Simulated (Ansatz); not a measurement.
Reactions of `[SiH3]S[SiH]1CO1`.

Calculated with Ansatz (gas phase, PBE0-D4/def2-TZVP geometries, no zero-point term in ΔE). CCSD(T)/CBS adds triple-zeta CCSD(T) − MP2 to the extrapolated MP2 energy (def2 sets, frozen cores). This one scheme is used for every species. Functionals use def2-TZVPP. Elements past krypton have def2 core potentials. For As, Se, Te outer-core shells are correlated without core-valence functions, which leaves a few kJ/mol of doubt a bond. Scalar relativity is left out up to krypton. Each species was taken in one conformer, which may not be the lowest.

```
                                                                                  reaction  CCSD(T)/CBS(def2) (eV)
                          `[SiH3]S[SiH]1CO1` + `O=C[TeH]` → `O=C[Te][SiH3]` + `S[SiH]1CO1`                    0.01
`[SiH3]S[SiH]1CO1` + `[CH3][Al]([OH])[SiH3]` → `[CH3][Al]([SiH3])[O][SiH3]` + `S[SiH]1CO1`                       ?
              `[SiH3]S[SiH]1CO1` + `C[NH][AlH][OH]` → `C[NH][AlH][O][SiH3]` + `S[SiH]1CO1`                   -0.53
           `[SiH3]S[SiH]1CO1` + `O[SiH](O)[SiH3]` → `O[SiH]([SiH3])O[SiH3]` + `S[SiH]1CO1`                   -0.41
                         `[SiH3]S[SiH]1CO1` + `C=C(O)Cl` → `C=C(Cl)O[SiH3]` + `S[SiH]1CO1`                   -0.27
                         `[SiH3]S[SiH]1CO1` + `[SiH3]Cl` → `Cl[SiH2][SiH]1CO1` + `[SiH3]S`                    0.78
                   `[SiH3]S[SiH]1CO1` + `O=C(O)[SeH]` → `O=C([SeH])O[SiH3]` + `S[SiH]1CO1`                       ?
                     `[SiH3]S[SiH]1CO1` + `[BH2][AlH2]` → `B[SiH]1CO1` + `[AlH2][S][SiH3]`                   -0.75
                               `[SiH3]S[SiH]1CO1` + arsine → `[AsH2][SiH]1CO1` + `[SiH3]S`                       ?
                                   `[SiH3]S[SiH]1CO1` + `OCS` → `S[SiH]1CO1` + `OCS[SiH3]`                    0.01
```

Problem. Fill in the missing values. (An estimate is asked.)

Solution. Computed: `[SiH3]S[SiH]1CO1` + `[CH3][Al]([OH])[SiH3]` → `[CH3][Al]([SiH3])[O][SiH3]` + `S[SiH]1CO1`: -0.48 eV; `[SiH3]S[SiH]1CO1` + `O=C(O)[SeH]` → `O=C([SeH])O[SiH3]` + `S[SiH]1CO1`: -0.19 eV; `[SiH3]S[SiH]1CO1` + arsine → `[AsH2][SiH]1CO1` + `[SiH3]S`: +0.41 eV.

Largest T1 diagnostic: 0.018, for `B[SiH]1CO1`.
